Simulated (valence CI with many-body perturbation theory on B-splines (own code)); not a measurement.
The numbers below are computed, except where a source is named.
# Ho⁵³⁺: what the settings do

Level of theory: configuration interaction combined with many-body perturbation theory (CI+MBPT): four valence electrons over a frozen Dirac-Fock core [Ne], radial functions for each j: 6 s, 6 p, 5 d, 3 f, 1 g, with the one-electron correlation potential Σ1, the two-electron term Σ2, the three-electron term Σ3, Breit, model QED; selected CI, second order for the rest, scaled by the run's own slope (own B-spline code, finite nucleus).

No measured spectrum was set against this ion. As an estimate, large intervals hold to a few tenths of a per cent, small ones and those within an open d or f shell to about a per cent.

The reference run has the lowest level (3s^2 3p1/2^2) J=0 and an ionisation energy of 5137.17 eV. Its largest variational space holds 9999 state functions.

Levels are named by their leading jj configuration (3d3/2^4 stands for four electrons in 3d with j = 3/2), which in mixed levels can hold well under half, so a name can repeat and another be missing.

Changed runs:
A. box radius (bohr) 1.5609 → 1.44; highest l with Σ1, explicit Σ2 and valence Breit (higher l get mean screening factors) 3 → 1
B. highest l in the core sums 6 → 7
C. scale of Σ1 1 → 0
D. start configuration 3s2 3p2 → 3s2 3p3 (bad on purpose)

Excitation energies of the reference run in cm⁻¹, and shifts in cm⁻¹:

| Level | Reference | A | B | C |
| --- | --- | --- | --- | --- |
| (3s^2 3p1/2 3p3/2) J=1 | 1725500 | -21 | -0.2 | -1150 |
| (3s^2 3p1/2 3p3/2) J=2 | 1793000 | +25 | -0.1 | -1152 |
| (3s 3p1/2^2 3p3/2) J=2 | 2883610 | -624 | +5.3 | +888 |
| (3s 3p1/2^2 3p3/2) J=1 | 3087140 | -4281 | +8.9 | +873 |
| (3s^2 3p1/2 3d3/2) J=2 | 3292050 | -26353 | +32 | +726 |
| (3s^2 3p3/2^2) J=2 | 3568310 | +11 | -0.2 | -2285 |
| (3s^2 3p1/2 3d3/2) J=1 | 3592620 | -26651 | +28 | +752 |
| (3s^2 3p3/2^2) J=0 | 3714250 | +147 | 0 | -2293 |
| (3s^2 3p1/2 3d5/2) J=2 | 3833120 | -30930 | +26 | -265 |
| (3s^2 3p1/2 3d5/2) J=3 | 3840150 | -27713 | +27 | -299 |
| (3s 3p1/2^2 3d3/2) J=1 | 4477920 | -29365 | +37 | +2781 |
| (3s 3p1/2^2 3d3/2) J=2 | 4528040 | -27454 | +37 | +2761 |
| Ionisation energy (eV) | 5137.17 | -0.049 | -0.0021 | -1.11 |

Run D: It gave no result: the electrons of core and valence do not add up to the charge. The program said: "core and valence hold 15 electrons, the ion has 14".
